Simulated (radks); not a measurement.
Mg, 12 electrons, occupied as [Ne] 3s2 (the NIST ground configuration).

All-electron calculation, non-relativistic Kohn-Sham, LDA (Slater exchange, VWN5 correlation), spin-unpolarised, spherical densities, point nucleus; hard spherical wall at 10 bohr. Program: a radial shooting solver on a logarithmic mesh with Libxc functionals.

Energy parts (hartree):
part                      energy
total                 -199.13893
kinetic                198.54626
electron-nucleus      -477.92375
Hartree                 95.69517
exchange-correlation   -15.45662

Orbitals (lengths in bohr, moments of r in powers of bohr):
| orbital | occ. | eigenvalue (hartree) | <r> | <r^2> | <1/r> |
|---|---|---|---|---|---|
| 1s | 2 | -45.97120 | 0.1314 | 0.02327 | 11.54 |
| 2s | 2 | -2.90183 | 0.7026 | 0.5950 | 2.085 |
| 2p | 6 | -1.71706 | 0.6911 | 0.6149 | 1.953 |
| 3s | 2 | -0.17410 | 3.117 | 11.35 | 0.4275 |
| 3p | 0 | -0.04595 | 4.110 | 19.43 | 0.3122 |
| 3d | 0 | 0.07538 | 5.532 | 33.23 | 0.2020 |
| 4s | 0 | 0.06210 | 5.863 | 38.52 | 0.2408 |

The highest occupied level is 3s at -4.737 eV. Summed over all electrons, <r^2> = 27.63 bohr^2, which gives a Langevin (diamagnetic) susceptibility term of -21.9 x 10^-6 cm^3/mol. The density falls to 0.001 e/bohr^3 at r = 4.52 bohr.
